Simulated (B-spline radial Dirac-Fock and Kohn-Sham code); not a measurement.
**X-ray lines that fill the L3 vacancy in Gd⁺**

System: gadolinium as Gd⁺, configuration 1s2 2s2 2p6 3s2 3p6 3d10 4s2 4p6 4d10 4f7 5s2 5p6 5d1 6s1, inside a Watson sphere of charge -1 and radius 1.8 Å (a model of the Madelung potential; inside it an electron's potential energy is raised by 8.0 eV).

Calculated with a B-spline atomic structure program, using independent-particle rates on relativistic LDA orbitals of the hole state (multipoles up to L = 3, Coulomb Auger matrix elements, transition energies from Dirac-Fock).

```tsv
line	multipole	energy (eV)	width (meV)	share (%)
L3-M1	E1	5356.6	20.1	3.24
L3-M2	E2	5550.9	0.169	0.0273
L3-M3	E2	5694.3	0.155	0.0250
L3-M4	E1	6025.6	51.6	8.31
L3-M5	E1	6056.0	457	73.5
L3-N1	E1	6854.4	4.78	0.770
L3-N4	E1	7091.0	8.62	1.39
L3-N5	E1	7096.7	77.2	12.4
L3-O1	E1	–	0.855	0.138
L3-O5	E1	7250.1	0.572	0.0921
```

The listed lines hold 100.0 % of the radiative rate. A dash stands for an energy that rests on an unreliable hole state. The radiative width is 0.621 eV in the length form and 0.629 eV in the velocity form; the two differ because the transition energies are not eigenvalue differences of the potential that gave the orbitals.
